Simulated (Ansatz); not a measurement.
# Isomers

Structures of SiH₂SeS, closed shell, relaxed at PBE0-D4/def2-TZVP (vibrations not checked; lower isomers may exist, and structures with a doubtful reference or unclear bonds are left out). Ansatz 0.2.0; basis: def2-TZVPP; cores frozen in the correlated methods. Filled d shells of the heavier atoms are correlated. The def2 sets are not built for correlating such inner shells, so the correlated values are less sure here. B3LYP uses VWN-RPA correlation.

(1) Rank them by CCSD(T) energy, lowest first, and give each one's height above the lowest. Links in brackets join atoms within 1.22 times the sum of their covalent radii (1.1 for two metals). (Judge from chemistry; the value comes from the calculation.)
A.
SiH₂SeS ([SiH]1[SH][Se]1)
```
5
angstrom
Si -0.4687 0.1732 -0.3942
S 0.1477 -0.6731 1.7311
Se 1.5254 -1.0887 0.0647
H 0.7061 0.4540 2.2203
H 0.1862 1.4995 -0.0077
```
B.
SiH₂SeS ([SH][SiH][Se])
```
5
angstrom
S 1.5157 0.4188 -0.3234
Si -0.3214 -0.5307 0.0246
Se -2.1295 0.3379 0.5465
H -0.0402 -1.9703 -0.1863
H 1.0182 1.6455 -0.0816
```
C.
SiH₂SeS ([SiH2]1[S][Se]1)
```
5
angstrom
Si -0.2758 0.2220 -0.2081
S 0.4387 -0.3414 1.6817
Se 1.4610 -1.1871 -0.1869
H -1.5889 -0.3042 -0.6350
H -0.0351 1.6108 -0.6516
```

(2) Do PBE-D4, r2SCAN-D4, PBE0-D4, B3LYP-D4, wB97M-V, HF, MP2 give the same order? (A judgement: the text doesn't fix the answer.)

T1 diagnostic: at most 0.014.

For scale, one of the runs: CCSD(T)/def2-TZVPP, 160 basis functions, launched by `ansatz run in.yaml --threads 2 --pin off --events-out ev --progress --plain --max-ram 4352MiB`. Hardware: 2 CPU threads of an Arm Neoverse V1, shared host. Wall time 32 s; peak host memory 1.1 GiB.

Answers

(1) Computed: B (0.00 kcal/mol), C (10.33 kcal/mol), A (39.45 kcal/mol). Heights count from the lowest.

(2) By the calculation: All do.
